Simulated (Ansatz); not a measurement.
Basis-set series for CH3B2FO (`FB1CBO1`). Total charge 0; spin multiplicity 1. The geometry is a stationary point of PBE0-D4/def2-TZVP.

Cartesian coordinates in Å:
```
F 0.395 0.080 -2.293
B 0.231 0.185 -0.996
C -0.589 -0.539 0.130
B 0.415 0.413 0.896
O 0.949 1.081 -0.206
H -1.631 -0.215 0.203
H -0.546 -1.620 0.252
H 0.776 0.615 2.014
```

| functional | basis | functions | energy (Eh) | HOMO (eV) | LUMO (eV) |
| --- | --- | --- | --- | --- | --- |
| PBE0-D4 | def2-SVP | 85 | -264.31987 | -8.63 | -0.65 |
| PBE0-D4 | def2-TZVPP | 197 | -264.62491 | -8.70 | -0.77 |
| ωB97M-V | def2-SVP | 85 | -264.52087 | -10.91 | 1.47 |
| ωB97M-V | def2-TZVPP | 197 | -264.83380 | -11.00 | 1.19 |

Task: Give the rows for def2-QZVPP. (Estimate.)

Result: Ansatz gave: 
| functional | basis | functions | energy (Eh) | HOMO (eV) | LUMO (eV) |
| --- | --- | --- | --- | --- | --- |
| PBE0-D4 | def2-QZVPP | 375 | -264.63954 | -8.71 | -0.80 |
| ωB97M-V | def2-QZVPP | 375 | -264.84728 | -11.01 | 1.05 |

Positive LUMOs are unbound and depend on the basis.
